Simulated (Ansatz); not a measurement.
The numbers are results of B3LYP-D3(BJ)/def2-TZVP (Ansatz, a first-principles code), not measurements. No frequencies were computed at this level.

Ansatz 0.2 input:
```yaml
crystal:
  periodic: [false, false, false]
  atoms:
    - { symbol: C, position_ang: [1.839059, 0.325192, -0.022567] }
    - { symbol: C, position_ang: [0.614347, -0.03188, 0.20529] }
    - { symbol: C, position_ang: [-0.621571, -0.36669, 0.44817] }
    - { symbol: N, position_ang: [-1.747313, 0.121395, -0.228944] }
    - { symbol: H, position_ang: [2.272474, 1.207732, 0.426763] }
    - { symbol: H, position_ang: [2.494623, -0.250658, -0.660577] }
    - { symbol: H, position_ang: [-0.853792, -1.022279, 1.278629] }
    - { symbol: H, position_ang: [-1.519082, 0.582507, -1.09914] }
    - { symbol: H, position_ang: [-2.478746, -0.565318, -0.347623] }
basis:
  gaussian: { orbitals: def2-tzvp }
hamiltonian:
  xc: b3lyp
  dispersion: d3bj
relax:
  max_steps: 150
```

Output:

```
Functional definition: B3LYP
915 factors; their error is unknown
mean field evaluation 1: about -4673.0761 eV, gradient 6.6e1 eV
mean field evaluation 2: about -4668.2355 eV, gradient 7.9e1 eV
mean field evaluation 4: about -4682.5592 eV, gradient 5.6e0 eV
mean field evaluation 8: about -4682.6245 eV, gradient 4.7e-1 eV
mean field evaluation 16: about -4682.6248 eV, gradient 2.5e-5 eV
mean field -4682.62481125 eV, -172.0832878163 hartree, gradient 2.5e-5 eV, S^2 0.000000; 0 other end points of the search recorded, 0 dependent functions left out
reference -4682.62505689 eV, -172.0832968434 hartree; 15, 15 occupied and 139, 139 virtual orbitals, 915 factors
relax step   1: F+E_penalty+E_count = -4682.86697457 eV  Δ(F+E_penalty+E_count) = +0.000e0 eV  max|allowed force component| = 2.403e-1 eV/Å  Δτ_max = 0.0000 Å  (29 SCF iters, accepted)
these checks for a lower state are left out or cut short: starts, cluster_reference, orbital_swaps, neighbouring_geometries, increment
915 factors; their error is unknown
mean field -4682.59709191 eV, -172.0822691495 hartree, gradient 1.0e-5 eV, S^2 0.000000; 0 other end points of the search recorded, 0 dependent functions left out
reference -4682.59733997 eV, -172.0822782654 hartree; 15, 15 occupied and 139, 139 virtual orbitals, 915 factors
relax step   2: F+E_penalty+E_count = -4682.83861671 eV  Δ(F+E_penalty+E_count) = +2.836e-2 eV  max|allowed force component| = 6.443e-1 eV/Å  Δτ_max = 0.0652 Å  (32 SCF iters, rejected (line search))
these checks for a lower state are left out or cut short: starts, cluster_reference, orbital_swaps, neighbouring_geometries, increment
915 factors; their error is unknown
mean field -4682.62354055 eV, -172.0832411190 hartree, gradient 1.2e-5 eV, S^2 0.000000; 0 other end points of the search recorded, 0 dependent functions left out
reference -4682.62378775 eV, -172.0832502035 hartree; 15, 15 occupied and 139, 139 virtual orbitals, 915 factors
relax step   3: F+E_penalty+E_count = -4682.86518463 eV  Δ(F+E_penalty+E_count) = +1.790e-3 eV  max|allowed force component| = 2.739e-1 eV/Å  Δτ_max = 0.0318 Å  (32 SCF iters, rejected (line search))
these checks for a lower state are left out or cut short: starts, cluster_reference, orbital_swaps, neighbouring_geometries, increment
915 factors; their error is unknown
mean field evaluation 32: about -4682.6371 eV, gradient 1.3e0 eV
mean field -4682.63071366 eV, -172.0835047258 hartree, gradient 1.2e-5 eV, S^2 0.000000; 0 other end points of the search recorded, 0 dependent functions left out
reference -4682.63095975 eV, -172.0835137697 hartree; 15, 15 occupied and 139, 139 virtual orbitals, 915 factors
relax step   4: F+E_penalty+E_count = -4682.87219484 eV  Δ(F+E_penalty+E_count) = -5.220e-3 eV  max|allowed force component| = 6.773e-2 eV/Å  Δτ_max = 0.0159 Å  (33 SCF iters, accepted)
these checks for a lower state are left out or cut short: starts, cluster_reference, orbital_swaps, neighbouring_geometries, increment
915 factors; their error is unknown
mean field -4682.63086789 eV, -172.0835103939 hartree, gradient 1.2e-5 eV, S^2 0.000000; 0 other end points of the search recorded, 0 dependent functions left out
reference -4682.63111396 eV, -172.0835194367 hartree; 15, 15 occupied and 139, 139 virtual orbitals, 915 factors
relax step   5: F+E_penalty+E_count = -4682.87231256 eV  Δ(F+E_penalty+E_count) = -1.177e-4 eV  max|allowed force component| = 7.140e-2 eV/Å  Δτ_max = 0.0192 Å  (32 SCF iters, accepted)
these checks for a lower state are left out or cut short: starts, cluster_reference, orbital_swaps, neighbouring_geometries, increment
915 factors; their error is unknown
mean field -4682.63173966 eV, -172.0835424307 hartree, gradient 1.1e-5 eV, S^2 0.000000; 0 other end points of the search recorded, 0 dependent functions left out
reference -4682.63198576 eV, -172.0835514747 hartree; 15, 15 occupied and 139, 139 virtual orbitals, 915 factors
relax step   6: F+E_penalty+E_count = -4682.87295812 eV  Δ(F+E_penalty+E_count) = -6.456e-4 eV  max|allowed force component| = 5.728e-2 eV/Å  Δτ_max = 0.0076 Å  (33 SCF iters, accepted)
these checks for a lower state are left out or cut short: starts, cluster_reference, orbital_swaps, neighbouring_geometries, increment
915 factors; their error is unknown
mean field -4682.63185936 eV, -172.0835468297 hartree, gradient 1.1e-5 eV, S^2 0.000000; 0 other end points of the search recorded, 0 dependent functions left out
reference -4682.63210543 eV, -172.0835558726 hartree; 15, 15 occupied and 139, 139 virtual orbitals, 915 factors
relax step   7: F+E_penalty+E_count = -4682.87308822 eV  Δ(F+E_penalty+E_count) = -1.301e-4 eV  max|allowed force component| = 8.562e-3 eV/Å  Δτ_max = 0.0039 Å  (34 SCF iters, accepted)
915 factors; their error is unknown
mean field evaluation 64: about -4682.6319 eV, gradient 6.2e-3 eV
mean field -4682.63185936 eV, -172.0835468297 hartree, gradient 1.1e-5 eV, S^2 0.000000; 1 other end points of the search recorded, 0 dependent functions left out
reference -4682.63210543 eV, -172.0835558726 hartree; 15, 15 occupied and 139, 139 virtual orbitals, 915 factors
Total energy: -4682.87333429 eV, -172.0924208696 hartree
Atom 0 at     1.852666     0.320489    -0.017700 Å, force    -0.005777    -0.007518     0.000587 eV/Å
Atom 1 at     0.617875    -0.034570     0.195745 Å, force     0.001576     0.004213    -0.002208 eV/Å
Atom 2 at    -0.624039    -0.359374     0.442972 Å, force    -0.005919    -0.002905    -0.005423 eV/Å
Atom 3 at    -1.762522     0.124344    -0.226079 Å, force    -0.003072     0.003641     0.002517 eV/Å
Atom 4 at     2.279814     1.210414     0.437418 Å, force     0.004856    -0.003051    -0.002366 eV/Å
Atom 5 at     2.512342    -0.257808    -0.659197 Å, force     0.003387     0.008562     0.004183 eV/Å
Atom 6 at    -0.843758    -1.014475     1.279969 Å, force     0.002705    -0.003558     0.006227 eV/Å
Atom 7 at    -1.551817     0.585465    -1.099583 Å, force     0.001426     0.002548    -0.007838 eV/Å
Atom 8 at    -2.480562    -0.574483    -0.353544 Å, force     0.000817    -0.001932     0.004320 eV/Å
Dipole moment:    -0.159042    -0.148215    -0.186695 e Å
```

Cost: very roughly 30 core-seconds.
